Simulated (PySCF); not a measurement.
An unknown gives this computed stick spectrum. Method used: TDDFT PBE0/def2-SVPD, vertical, gas phase, core orbitals frozen in the response (PySCF 2.14.0, density-fitted response routines). Geometries: GFN2-xTB, one conformer each.

```tsv
state	λ (nm)	f
S1	286.2	0.0000
S2	206.6	0.029
S3	174.7	0.0055
S4	170.5	0.018
S5	169.2	0.0040
S6	160.2	0.0047
```

Orbital energies (eV): HOMO-3 -10.35, HOMO-2 -9.59, HOMO-1 -8.26, HOMO -7.61, LUMO -1.04, LUMO+1 0.73, LUMO+2 0.79.

Task: Which structure fits? All have the formula C5H7FO2.
A. `C/C=C(/OC)C(=O)F`
B. `O=C1CCOC[C@@H]1F`
C. `CO[C@]1(F)C=COC1`
D. `C(/OC=O)(=C/CF)C`
E. `O=C1C[C@H](CCF)O1`

Result: B. Its S1, at 4.33 eV, is the lowest among the candidates; the nearest of the others has S1 at 4.91 eV. S1 is HOMO→LUMO (97%). S1 has the pattern of n→π* at C=O. At the same level the other candidates give, for their lowest levels:
- `CO[C@]1(F)C=COC1`: 193 nm (f 0.184); 187 nm (f 0.027); 173 nm (f 0.004); 171 nm (f 0.003); 168 nm (f 0.003); T1 4.17 eV; HOMO -7.01, LUMO 0.09 eV
- `C/C(=C/CF)OC=O`: 212 nm (f 0.002); 204 nm (f 0.085); 182 nm (f 0.068); 175 nm (f 0.139); 172 nm (f 0.003); T1 4.18 eV; HOMO -7.47, LUMO -0.46 eV
- `O=C1C[C@H](CCF)O1`: 207 nm (f 0.000); 160 nm (f 0.025); 157 nm (f 0.044); 152 nm (f 0.050); 149 nm (f 0.013); T1 5.44 eV; HOMO -8.25, LUMO 0.04 eV
- `C/C=C(/OC)C(=O)F`: 252 nm (f 0.149); 237 nm (f 0.001); 189 nm (f 0.017); 179 nm (f 0.000); 178 nm (f 0.000); T1 3.05 eV; HOMO -7.21, LUMO -1.72 eV
Triplets come from the Tamm–Dancoff approximation.
